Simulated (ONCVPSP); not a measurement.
## ruthenium, ONCV: configuration errors across variants

ONCVPSP 4.0.1 input, shortened (lines: element, Z, core and valence counts, functional; n l f; lmax; l rc ep ncon nbas qcut; lloc lpopt rc5 dvloc0; l nproj debl; icmod fcfact rcfact), PBE, fully relativistic:

```
  Ru 44.00    8    2        4      upf
    1    0    2.00
    2    0    2.00
    2    1    6.00
    3    0    2.00
    3    1    6.00
    3    2   10.00
    4    0    2.00
    4    1    6.00
    4    2    7.00
    5    0    1.00
    2
    0    2.35    0.00    5   10    2.50
    1    2.30    0.14    3    7    3.20
    2    1.40    0.00    3    7    7.90
    4    5    1.10   -1.00
    0    2    3.70
    1    2    2.80
    2    2    3.10
    4    0.45    0.00
```

Open shells are filled in proportion to 2j + 1.

All-electron excitation energies from the reference (eV): (1) 4d7 5s0 7.294; (2) 4d6 5s0 25.480; (3) 4d5 5s0 56.099; (4) 4d6 5s2 1.700.

1 further variants failed, have other tests or another functional or relativity, and are left out.

A true bound ghost makes a file unfit for plane-wave use even where its test errors are small: the radial tests pick states by their node count and pass the ghost by.

Errors AE − PS in meV (a dash: test not solved or not reliable):

| change | (1) | (2) | (3) | (4) | bound ghosts | GHOST(+) flags above zero |
| --- | --- | --- | --- | --- | --- | --- |
| base | -95 | -335 | -944 | -98 | s, p3/2, p1/2 | s |
| all radii but the core radius scaled by about 1.04 (s 2.44, p 2.40, d 1.46 bohr); local potential polynomial inside 1.14 bohr (lpopt 5, dvloc0 -1 Ha) | -95 | -335 | -944 | -99 | s, p3/2, p1/2 | s |
| s: qcut 3 | -96 | -335 | -942 | -101 | s, p3/2, p1/2 | s |
| local potential polynomial inside 1.10 bohr (lpopt 5, dvloc0 -1.5 Ha) | -95 | -335 | -944 | -98 | s, p3/2, p1/2 | s |
| d: nbas 6 | -95 | -335 | -944 | -98 | s, p3/2, p1/2 | s |
| p: ncon 5, nbas 9 | -95 | -335 | -944 | -98 | s, p3/2 | s, p3/2, p1/2 |
| d: rc 1.48 | -95 | -335 | -947 | -98 | s, p3/2, p1/2 | s |
| core correction none | +10 | +57 | +9.1 | -57 | s, p3/2, p1/2 | s |

Give the same row for: d: rc 1.82.

-95, -335, -939, -96; bound ghosts: s, p3/2, p1/2; GHOST(+) flags above zero: s.
